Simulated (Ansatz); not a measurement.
`OB(Cl)Cl`, 5 atoms. Charge 0, multiplicity 1. Hardware: A = 2 threads of an AMD EPYC 7R13 on a shared host; B = 2 threads of an AMD EPYC 7R13 on a shared host and a share of an NVIDIA H100 80 GB. Correlated methods freeze the cores. Open-shell runs search over several starts.

(1) Give the basis size and wall time and peak host memory of each of these runs in Ansatz. UHF-CCSD(T)/def2-TZVPP energy of the cation [B]; direct RPA on PBE orbitals/def2-TZVPP energy [A]; UKS B2PLYP (frozen core)/def2-TZVPP energy of the cation [A]; RHF-CCSD(T)/def2-SVP energy [A]; UKS B3LYP-D4/def2-TZVPP energy of the cation [A]; RKS PBE-QIDH (frozen core)/def2-TZVPP energy [A]; RHF-CCSD(T)/cc-pV(T+d)Z energy [B]; RHF-CCSD(T)/def2-QZVPP energy [B]; RKS PBE0-D4/def2-TZVP frequencies [A]; RKS r2SCAN-D4/def2-TZVPP energy and forces [A]; RKS PBE0-D4/def2-SVP energy [A]; RKS PBE0-D4/def2-QZVPP energy [B]. (Estimate.)

## Answers

(1) The calculation gave: Other jobs shared the machine, so times are rough.

```
                                level                       job  functions  wall time  peak host memory (GiB)
                 RHF-CCSD(T)/def2-SVP                energy [A]         69     0.91 s                    0.34
                 RKS PBE0-D4/def2-SVP                energy [A]         69     0.96 s                    0.34
               RKS PBE0-D4/def2-QZVPP                energy [B]        284      2.6 s                    0.86
RKS PBE-QIDH (frozen core)/def2-TZVPP                energy [A]        160      2.6 s                    0.35
             RKS r2SCAN-D4/def2-TZVPP     energy and forces [A]        160      2.8 s                    0.34
              RHF-CCSD(T)/cc-pV(T+d)Z                energy [B]        152        3 s                     0.8
direct RPA on PBE orbitals/def2-TZVPP                energy [A]        160      3.5 s                    0.34
               UHF-CCSD(T)/def2-TZVPP  energy of the cation [B]        160        4 s                    0.84
               RHF-CCSD(T)/def2-QZVPP                energy [B]        284        6 s                    0.86
              UKS B3LYP-D4/def2-TZVPP  energy of the cation [A]        160      7.5 s                    0.49
  UKS B2PLYP (frozen core)/def2-TZVPP  energy of the cation [A]        160       15 s                    0.47
                RKS PBE0-D4/def2-TZVP           frequencies [A]        142       54 s                    0.35
```

B3LYP here is the variant with VWN-RPA as its local correlation; programs differ in this.
